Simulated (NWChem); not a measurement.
Program: NWChem. System: Cl2Si, charge 0, spin multiplicity 1, displaced from the optimised geometry. The structure started from a generated list of species. Level: PBE/def2-SVP.

Job file:

```
start mol
memory heap 200 mb stack 900 mb global 1100 mb
geometry units angstroms nocenter noautoz noautosym
  Si     0.000000     0.000000     0.960488
  Cl    -1.672912     0.000000    -0.395495
  Cl     1.672912     0.000000    -0.395495
end
basis spherical
  * library def2-svp
end
dft
  xc xpbe96 cpbe96
  semidirect memsize 60000000 filesize 0
  iterations 100
end
task dft gradient
```

Part of the output:

```
             Northwest Computational Chemistry Package (NWChem) 7.3.0
             --------------------------------------------------------

                                NWChem Input Module
                                -------------------

 Scaling coordinates for geometry "geometry" by  1.889725989
 (inverse scale =  0.529177249)

                             Geometry "geometry" -> ""
                             -------------------------

 Output coordinates in angstroms (scale by  1.889725989 to convert to a.u.)

  No.       Tag          Charge          X              Y              Z
 ---- ---------------- ---------- -------------- -------------- --------------
    1 Si                  14.0000     0.00000000     0.00000000     0.96048800
    2 Cl                  17.0000    -1.67291200     0.00000000    -0.39549500
    3 Cl                  17.0000     1.67291200     0.00000000    -0.39549500

 Effective nuclear repulsion energy (a.u.)     162.6783581984

            Nuclear Dipole moment (a.u.)
            ----------------------------
        X                 Y               Z
 ---------------- ---------------- ----------------
     0.0000000000     0.0000000000     0.0000037795


 Summary of "ao basis" -> "" (spherical)
 ------------------------------------------------------------------------------
       Tag                 Description            Shells   Functions and Types
 ---------------- ------------------------------  ------  ---------------------
 *                          def2-svp                  on all atoms

  pbe96 is a nonlocal functional; adding pw91lda local functional.

                                 NWChem DFT Module
                                 -----------------

 Summary of "ao basis" -> "ao basis" (spherical)
 ------------------------------------------------------------------------------
       Tag                 Description            Shells   Functions and Types
 ---------------- ------------------------------  ------  ---------------------
 Si                         def2-svp                 8       18   4s3p1d
 Cl                         def2-svp                 8       18   4s3p1d

 Summary of "ao basis" -> "ao basis" (spherical)
 ------------------------------------------------------------------------------
       Tag                 Description            Shells   Functions and Types
 ---------------- ------------------------------  ------  ---------------------
 Si                         def2-svp                 8       18   4s3p1d
 Cl                         def2-svp                 8       18   4s3p1d

            General Information
            -------------------
          SCF calculation type: DFT
          Wavefunction type:  closed shell.
          No. of atoms     :     3
          No. of electrons :    48
           Alpha electrons :    24
            Beta electrons :    24
          Charge           :     0
          Spin multiplicity:     1
          Use of symmetry is: off; symmetry adaption is: off
          Maximum number of iterations: 100
          AO basis - number of functions:    54
                     number of shells:    24
          Convergence on energy requested:  1.00D-06
          Convergence on density requested:  1.00D-05
          Convergence on gradient requested:  5.00D-04

              XC Information
              --------------
          PerdewBurkeErnzerhof Exchange Functional  1.000
            Perdew 1991 LDA Correlation Functional  1.000 local
           PerdewBurkeErnz. Correlation Functional  1.000 non-local

             Grid Information
             ----------------
          Grid used for XC integration:  medium
          Radial quadrature: Mura-Knowles
          Angular quadrature: Lebedev.
          Tag              B.-S. Rad. Rad. Pts. Rad. Cut. Ang. Pts.
          ---              ---------- --------- --------- ---------
          Si                  1.10       88           7.0       590
          Cl                  1.00       88           9.0       590
          Grid pruning is: on
          Number of quadrature shells:   264
          Spatial weights used:  Erf1

          Convergence Information
          -----------------------
          Convergence aids based upon iterative change in
          total energy or number of iterations.
          Levelshifting, if invoked, occurs when the
          HOMO/LUMO gap drops below (HL_TOL):  1.00D-02
          DIIS, if invoked, will attempt to extrapolate
          using up to (NFOCK): 10 stored Fock matrices.

                    Damping( 0%)  Levelshifting(0.5)       DIIS
                  --------------- ------------------- ---------------
          dE  on:    start            ASAP                start
          dE off:    2 iters        100 iters           100 iters

      Screening Tolerance Information
      -------------------------------
          Density screening/tol_rho:  1.00D-10
          AO Gaussian exp screening on grid/accAOfunc:  14
          CD Gaussian exp screening on grid/accCDfunc:  20
          XC Gaussian exp screening on grid/accXCfunc:  20
          Schwarz screening/accCoul:  1.00D-08

      Superposition of Atomic Density Guess
      -------------------------------------

 Sum of atomic energies:       -1207.38558274

      Non-variational initial energy
      ------------------------------

 Total energy =   -1207.607744
 1-e energy   =   -1995.099649
 2-e energy   =     624.813546
 HOMO         =      -0.274786
 LUMO         =      -0.040081

------------------------------------------------------------
EAF file 0: "./mol.aoints.0" size=524288 bytes
------------------------------------------------------------
               write      read    awrite     aread      wait
               -----      ----    ------     -----      ----
     calls:        1         0         0         0         0
   data(b): 5.24e+05  0.00e+00  0.00e+00  0.00e+00
   time(s): 0.00e+00  0.00e+00  0.00e+00  0.00e+00  0.00e+00
rate(mb/s): 0.00e+00  0.00e+00
------------------------------------------------------------

   convergence    iter        energy       DeltaE   RMS-Dens  Diis-err    time
 ---------------- ----- ----------------- --------- --------- ---------  ------
 d= 0,ls=0.0,diis     1  -1208.9760604583 -1.37D+03  3.36D-02  5.36D-01     0.7
 d= 0,ls=0.0,diis     2  -1208.6795804942  2.96D-01  2.48D-02  2.14D+00     1.0
 d= 0,ls=0.0,diis     3  -1209.0445964739 -3.65D-01  4.15D-03  3.63D-02     1.2
 d= 0,ls=0.0,diis     4  -1209.0502085647 -5.61D-03  1.22D-03  3.66D-03     1.4
 d= 0,ls=0.0,diis     5  -1209.0507029792 -4.94D-04  1.44D-04  9.53D-05     1.6
  Resetting Diis
 d= 0,ls=0.0,diis     6  -1209.0507154452 -1.25D-05  5.62D-05  5.98D-06     1.7
 d= 0,ls=0.0,diis     7  -1209.0507166901 -1.24D-06  1.29D-05  1.14D-07     1.9
 d= 0,ls=0.0,diis     8  -1209.0507166646  2.55D-08  9.64D-06  2.63D-07     2.1

         Total DFT energy =    -1209.050716664649
      One electron energy =    -1995.725741778389
           Coulomb energy =      700.830506993202
    Exchange-Corr. energy =      -76.833840077833
 Nuclear repulsion energy =      162.678358198371

 Numeric. integr. density =       48.000001320797

     Total iterative time =      1.9s

                       DFT Final Molecular Orbital Analysis
                       ------------------------------------

 Vector   22  Occ=2.000000D+00  E=-2.925949D-01
              MO Center=  3.1D-06,  1.9D-08, -3.7D-01, r^2= 3.8D+00
   Bfn.  Coefficient  Atom+Function         Bfn.  Coefficient  Atom+Function
  ----- ------------  ---------------      ----- ------------  ---------------
    30      0.463693  2 Cl py                48     -0.463694  3 Cl py
    27      0.339494  2 Cl py                45     -0.339495  3 Cl py
    24      0.198551  2 Cl py                42     -0.198552  3 Cl py
    14     -0.058261  1 Si d -2

 Vector   23  Occ=2.000000D+00  E=-2.774088D-01
              MO Center=  1.8D-06,  6.6D-10, -3.4D-01, r^2= 4.0D+00
   Bfn.  Coefficient  Atom+Function         Bfn.  Coefficient  Atom+Function
  ----- ------------  ---------------      ----- ------------  ---------------
    29      0.374197  2 Cl px                47      0.374198  3 Cl px
    26      0.280313  2 Cl px                44      0.280313  3 Cl px
    31     -0.272135  2 Cl pz                49      0.272135  3 Cl pz
    28     -0.209765  2 Cl pz                46      0.209765  3 Cl pz
    23      0.162176  2 Cl px                41      0.162176  3 Cl px

 Vector   24  Occ=2.000000D+00  E=-2.466454D-01
              MO Center=  3.7D-07, -7.5D-09,  6.1D-01, r^2= 3.8D+00
   Bfn.  Coefficient  Atom+Function         Bfn.  Coefficient  Atom+Function
  ----- ------------  ---------------      ----- ------------  ---------------
     3      0.444756  1 Si s                 31     -0.360863  2 Cl pz
    49     -0.360863  3 Cl pz                 4      0.358620  1 Si s
     2      0.261692  1 Si s                 28     -0.251200  2 Cl pz
    46     -0.251200  3 Cl pz                10      0.229655  1 Si pz
    13      0.185854  1 Si pz                25     -0.145244  2 Cl pz

 Vector   25  Occ=0.000000D+00  E=-1.375534D-01
              MO Center=  8.5D-08,  5.2D-09,  7.6D-01, r^2= 3.0D+00
   Bfn.  Coefficient  Atom+Function         Bfn.  Coefficient  Atom+Function
  ----- ------------  ---------------      ----- ------------  ---------------
    12      0.647576  1 Si py                 9      0.456267  1 Si py
    30     -0.278476  2 Cl py                48     -0.278476  3 Cl py
     6     -0.226198  1 Si py                27     -0.169827  2 Cl py
    45     -0.169827  3 Cl py                24     -0.097192  2 Cl py
    42     -0.097192  3 Cl py                32      0.028554  2 Cl d -2

 Vector   26  Occ=0.000000D+00  E=-3.255714D-02
              MO Center= -8.9D-08, -8.4D-10,  1.0D+00, r^2= 3.3D+00
   Bfn.  Coefficient  Atom+Function         Bfn.  Coefficient  Atom+Function
  ----- ------------  ---------------      ----- ------------  ---------------
    11      0.976607  1 Si px                 8      0.401381  1 Si px
    31      0.358469  2 Cl pz                49     -0.358469  3 Cl pz
    22      0.326520  2 Cl s                 40     -0.326520  3 Cl s
     5     -0.199700  1 Si px                29      0.179876  2 Cl px
    47      0.179876  3 Cl px                28      0.164078  2 Cl pz

 Vector   27  Occ=0.000000D+00  E=-2.648482D-02
              MO Center=  1.7D-07,  1.4D-09,  5.3D-01, r^2= 3.4D+00
   Bfn.  Coefficient  Atom+Function         Bfn.  Coefficient  Atom+Function
  ----- ------------  ---------------      ----- ------------  ---------------
    13      0.848563  1 Si pz                 3     -0.523787  1 Si s
    29      0.446007  2 Cl px                47     -0.446007  3 Cl px
    10      0.401333  1 Si pz                22      0.325082  2 Cl s
    40      0.325082  3 Cl s                  4     -0.226380  1 Si s
     2     -0.224481  1 Si s                 26      0.197659  2 Cl px

 center of mass
 --------------
 x =   0.00000000 y =   0.00000000 z =  -0.01521794

 moments of inertia (a.u.)
 ------------------
         131.210918622930           0.000000000000           0.000000000000
           0.000000000000         830.175565831326           0.000000000000
           0.000000000000           0.000000000000         698.964647208396

     Multipole analysis of the density
     ---------------------------------

     L   x y z        total         alpha         beta         nuclear
     -   - - -        -----         -----         ----         -------
     0   0 0 0     -0.000000    -24.000000    -24.000000     48.000000

     1   1 0 0      0.000001      0.000001      0.000001      0.000000
     1   0 1 0      0.000000      0.000000      0.000000      0.000000
     1   0 0 1      0.431105      0.215551      0.215551      0.000004

     2   2 0 0    -29.810882   -184.805209   -184.805209    339.799536
     2   1 1 0      0.000000      0.000000      0.000000      0.000000
     2   1 0 1     -0.000001     -0.000000     -0.000000      0.000000
     2   0 2 0    -26.505529    -13.252764    -13.252764      0.000000
     2   0 1 1      0.000000      0.000000      0.000000      0.000000
     2   0 0 2    -28.067204    -46.590414    -46.590414     65.113625

            General Information
            -------------------
          SCF calculation type: DFT
          Wavefunction type:  closed shell.
          No. of atoms     :     3
          No. of electrons :    48
           Alpha electrons :    24
            Beta electrons :    24
          Charge           :     0
          Spin multiplicity:     1
          Use of symmetry is: off; symmetry adaption is: off
          Maximum number of iterations: 100
          AO basis - number of functions:    54
                     number of shells:    24
          Convergence on energy requested:  1.00D-06
          Convergence on density requested:  1.00D-05
          Convergence on gradient requested:  5.00D-04

              XC Information
              --------------
          PerdewBurkeErnzerhof Exchange Functional  1.000
            Perdew 1991 LDA Correlation Functional  1.000 local
           PerdewBurkeErnz. Correlation Functional  1.000 non-local

             Grid Information
             ----------------
          Grid used for XC integration:  medium
          Radial quadrature: Mura-Knowles
          Angular quadrature: Lebedev.
          Tag              B.-S. Rad. Rad. Pts. Rad. Cut. Ang. Pts.
          ---              ---------- --------- --------- ---------
          Si                  1.10       88           7.0       590
          Cl                  1.00       88           9.0       590
          Grid pruning is: on
          Number of quadrature shells:   264
          Spatial weights used:  Erf1

          Convergence Information
          -----------------------
          Convergence aids based upon iterative change in
          total energy or number of iterations.
          Levelshifting, if invoked, occurs when the
          HOMO/LUMO gap drops below (HL_TOL):  1.00D-02
          DIIS, if invoked, will attempt to extrapolate
          using up to (NFOCK): 10 stored Fock matrices.

                    Damping( 0%)  Levelshifting(0.5)       DIIS
                  --------------- ------------------- ---------------
          dE  on:    start            ASAP                start
          dE off:    2 iters        100 iters           100 iters

      Screening Tolerance Information
      -------------------------------
          Density screening/tol_rho:  1.00D-10
          AO Gaussian exp screening on grid/accAOfunc:  14
          CD Gaussian exp screening on grid/accCDfunc:  20
          XC Gaussian exp screening on grid/accXCfunc:  20
          Schwarz screening/accCoul:  1.00D-08

                            NWChem DFT Gradient Module
                            --------------------------

  charge          =   0.00
  wavefunction    = closed shell

                         DFT ENERGY GRADIENTS

    atom               coordinates                        gradient
                 x          y          z           x          y          z
   1 Si      0.000000   0.000000   1.815059   -0.000000  -0.000000   0.014621
   2 Cl     -3.161345   0.000000  -0.747377   -0.009329   0.000000  -0.007310
   3 Cl      3.161345   0.000000  -0.747377    0.009329  -0.000000  -0.007311

                 ----------------------------------------
                 |  Time  |  1-e(secs)   |  2-e(secs)   |
                 ----------------------------------------
                 |  CPU   |       0.00   |       0.73   |
                 ----------------------------------------
                 |  WALL  |       0.00   |       0.73   |
                 ----------------------------------------

 Task  times  cpu:        3.2s     wall:        3.2s

 Total times  cpu:        3.2s     wall:        3.2s
```
